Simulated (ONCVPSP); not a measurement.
## Ce (Z = 58): one change to an ONCV potential, before and after

ONCVPSP 4.0.1 input, shortened (lines: element, Z, core and valence counts, functional; n l f; lmax; l rc ep ncon nbas qcut; lloc lpopt rc5 dvloc0; l nproj debl; icmod fcfact rcfact), PBEsol, scalar-relativistic:

```
  Ce 58.00    9    5  -116133      upf
    1    0    2.00
    2    0    2.00
    2    1    6.00
    3    0    2.00
    3    1    6.00
    3    2   10.00
    4    0    2.00
    4    1    6.00
    4    2   10.00
    4    3    1.00
    5    0    2.00
    5    1    6.00
    5    2    1.50
    6    0    1.50
    3
    0    2.70    0.00    4    8    3.40
    1    2.70    0.00    3    7    4.50
    2    3.45    0.00    4    9    4.70
    3    0.90    0.00    4    9   13.50
    4    4    0.85    2.00
    0    2    3.30
    1    1    3.40
    2    2    1.30
    3    3    1.20
    3    4.25    1.65
```

Change: p: ncon 4, nbas 8.

Cutoffs: the cutoffs (Ha) at which the residual kinetic energy of the hardest occupied pseudo-wave falls to 1 and 0.1 mHa per electron; they do not see the model core or the augmentation charge, which bear on the density cutoff. Errors are all-electron minus pseudo energies relative to the spin-unpolarised reference configuration.

How do hardness, ghosts and transferability respond?

The potential gets neither clearly harder nor softer (369 Ha and 443 Ha → 369 Ha and 443 Ha); both files keep a bound ghost (p, s); the errors of the 3 common tests hardly move.

```csv
quantity,base,changed
"cutoff, loose",369 Ha,369 Ha
"cutoff, tight",443 Ha,443 Ha
loose cutoff by channel,"s 3.0 Ha, p 5.4 Ha, d 6.0 Ha, f 369 Ha","s 3.0 Ha, p 5.2 Ha, d 6.0 Ha, f 369 Ha"
bound ghosts,"s, p","s, p"
GHOST(+) flags under 300 eV,"d at 128.9 eV, f at 131.9 eV","d at 128.9 eV, f at 131.9 eV"
"tests counted as reliable (solved cleanly; for ONCVPSP, near-neutral configurations with less than one 5d electron left out)",3 of 4,3 of 4
"error for 4f1 5s2 5p6 5d1 6s2, meV [ΔE -0.40 eV]",-2.2,-2.2
"error for 4f1 5s2 5p6 5d1 6s1, meV [ΔE 5.70 eV]",-0.5,-0.5
"error for 4f1 5s2 5p6 5d1 6s0, meV [ΔE 16.74 eV]",-6.9,-6.9
s: phases at 2.74 bohr within 0.05 rad from the reference energy up to (Ha; the scan ends near 5),2.4,2.4
p: phases at 2.74 bohr within 0.05 rad from the reference energy up to (Ha; the scan ends near 5),0.4,0.5
d: phases at 3.50 bohr within 0.05 rad from the reference energy up to (Ha; the scan ends near 5),3.2,3.2
f: phases at 0.91 bohr within 0.05 rad from the reference energy up to (Ha; the scan ends near 5),to the end of the scan,to the end of the scan
"rms error of d²Exc/dni dnj with the model core, mHa",4.95,4.96
```

 A true bound ghost makes a file unfit for plane-wave use even where its test errors are small: the radial tests pick states by their node count and pass the ghost by.
